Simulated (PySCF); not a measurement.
**Spin states and ions at one geometry of Pt2**

PySCF 2.14.0, UKS PBE, Pt def2-SVP with ECP60; non-relativistic Hamiltonian with scalar-relativistic core potentials where named; density fitting; no spin-orbit coupling; singlets restricted, open shells unrestricted. The geometry is relaxed for charge 0, triplet, vacuum:

```xyz
2

Pt    0.0000    0.0000    1.1776
Pt    0.0000    0.0000   -1.1776
```

Energies count from the relaxed state; an electron taken off or put on is at rest in vacuum. Charges and spins are Mulliken's.

Problem. Order these states by energy, lowest first.
A. charge -1, quartet, vacuum
B. charge +1, doublet, vacuum
C. charge 0, quintet, vacuum
D. charge 0, triplet, vacuum
E. charge -1, doublet, vacuum
F. charge +1, quartet, vacuum

Solution. E (-1.90 eV), A (-1.88 eV), D (0.00 eV), C (1.05 eV), F (8.79 eV), B (9.23 eV).

Problem. How do charge and spin on the first atom follow?

Solution. 
```json
{"state": "charge 0, triplet, vacuum", "spin squared": "2.01", "charge on Pt1 (e)": "0.00", "spin on Pt1 (e)": "1.00", "dipole about the centre of mass (D)": "0.00"}
{"state": "charge 0, quintet, vacuum", "spin squared": "6.01", "charge on Pt1 (e)": "0.00", "spin on Pt1 (e)": "2.00", "dipole about the centre of mass (D)": "0.00"}
{"state": "charge +1, doublet, vacuum", "spin squared": "1.61", "charge on Pt1 (e)": "0.52", "spin on Pt1 (e)": "1.19", "dipole about the centre of mass (D)": "0.10"}
{"state": "charge +1, quartet, vacuum", "spin squared": "3.75", "charge on Pt1 (e)": "0.50", "spin on Pt1 (e)": "1.50", "dipole about the centre of mass (D)": "0.00"}
{"state": "charge -1, doublet, vacuum", "spin squared": "0.91", "charge on Pt1 (e)": "-0.50", "spin on Pt1 (e)": "0.50", "dipole about the centre of mass (D)": "0.00"}
{"state": "charge -1, quartet, vacuum", "spin squared": "3.76", "charge on Pt1 (e)": "-0.50", "spin on Pt1 (e)": "1.50", "dipole about the centre of mass (D)": "0.00"}
```

With an electron taken off (quartet, the lower of the two states computed) the charges change, summed by element, by Pt +1.00 e. The vertical ionisation energy is 8.79 eV, against −ε(HOMO) = 5.36 eV over both spins of the relaxed state. The level lies 3.4 eV too high, as is usual for semilocal functionals and global hybrids, which keep a self-interaction error.

With an electron put on (doublet, the lower of the two states computed) the charges change, summed by element, by Pt -1.00 e. The vertical electron affinity is 1.90 eV, against −ε(LUMO) = 5.03 eV over both spins of the relaxed state. The basis has no diffuse functions, which an added electron needs. The added electron's level lies above zero.

Open shells may have lower solutions than those found. Hard to converge, so the more doubtful: charge +1, doublet, vacuum; charge +1, quartet, vacuum. Spin squared well over S(S+1) tells of spin contamination.
